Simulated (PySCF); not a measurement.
**CH7F3NPSi2: full NMR table**

- Formula: CH7F3NPSi2
- SMILES: N[Si@]([SiH3])(P)C(F)(F)F
- InChI: InChI=1S/CH7F3NPSi2/c2-1(3,4)8(5,6)7/h5-6H2,7H3/t8-/m0/s1
- Point group of the computed structure: C1
- Carbon signals: 1
- Proton signals: 3

Atom-mapped SMILES (the numbers label the heavy atoms): `[NH2:1][Si@:2]([SiH3:3])([PH2:4])[C:5]([F:6])([F:7])[F:8]`. Each H is labelled by its parent atom.

[PySCF 2.14: GIAO PBE0/pcSseg-1 shieldings; GFN2-xTB geometry; non-relativistic Hamiltonian; single conformer; equivalent nuclei averaged; in vacuum]

Shifts are taken against calculated references (same method and geometry level): ¹H (31.72 ppm), ¹³C (186.93 ppm), ²⁹Si (349.16 ppm) vs TMS; ¹⁹F (170.95 ppm) against CFCl3; H3PO4 for ³¹P (318.38 ppm); NH3 for ¹⁵N (267.73 ppm).

```tsv
carbon	δC, type	δH (multiplicity)	HMBC from (2–3 bonds)	span of the C tensor (ppm)
C5	140.5, C	–	H(Si3), H(P4)	15
```

Other nuclei:
```json
{"atoms": "H(Si3)", "nucleus": "¹H", "environment": "hydrogen on a silicon bonded to Si", "δ (ppm)": "3.59", "σ (ppm)": "28.13"}
{"atoms": "H(P4)", "nucleus": "¹H", "environment": "hydrogen on a phosphorus bonded to Si", "δ (ppm)": "1.33", "σ (ppm)": "30.39"}
{"atoms": "H(N1)", "nucleus": "¹H", "environment": "hydrogen on a nitrogen bonded to Si", "δ (ppm)": "0.54", "σ (ppm)": "31.17"}
{"atoms": "F6/F7/F8", "nucleus": "¹⁹F", "environment": "fluorine of a CF3 group", "δ (ppm)": "-78.1", "σ (ppm)": "249.1"}
{"atoms": "P4", "nucleus": "³¹P", "environment": "phosphorus bonded to Si, 2 H", "δ (ppm)": "-272.3", "σ (ppm)": "590.6"}
{"atoms": "Si2", "nucleus": "²⁹Si", "environment": "silicon bonded to C, N, P, Si", "δ (ppm)": "-1.4", "σ (ppm)": "350.5"}
{"atoms": "Si3", "nucleus": "²⁹Si", "environment": "silicon bonded to Si, 3 H", "δ (ppm)": "-112.3", "σ (ppm)": "461.5"}
{"atoms": "N1", "nucleus": "¹⁵N", "environment": "nitrogen bonded to Si, 2 H", "δ (ppm)": "14.2", "σ (ppm)": "253.5"}
```

- δH 3.59: hydrogen on a silicon bonded to Si.
- δH 1.33: hydrogen on a phosphorus bonded to Si.
- δH 0.54: hydrogen on a nitrogen bonded to Si; exchangeable; this is the value without hydrogen bonding to other molecules.

Exchangeable OH/NH protons stand at their gas-phase positions; hydrogen bonding in a real sample shifts them, mostly to higher δ. Splittings by ¹⁹F and ³¹P in the carbon and heteronuclear signals aren't shown, as no couplings were computed. Shifts are as computed. Against solution values, carbons near 30 ppm lie about +3 ppm off and those near 130 ppm about +5 ppm. Of 1211 compounds with measured shifts, 218 miss one by over three times the rms of a fit or turn the order of signals round; such compounds aren't used in these exercises. Unscaled 19F shifts against computed CFCl3 carry errors that often reach 10 to 50 ppm. Experimental scales use liquid or dissolved standards, which lie at an offset from isolated NH3 (liquid NH3: subtract about 20 ppm) and H3PO4. Multiplicities follow the n + 1 count of equivalent neighbours, as no J values were calculated; m marks all less simple cases, F and P coupling included.
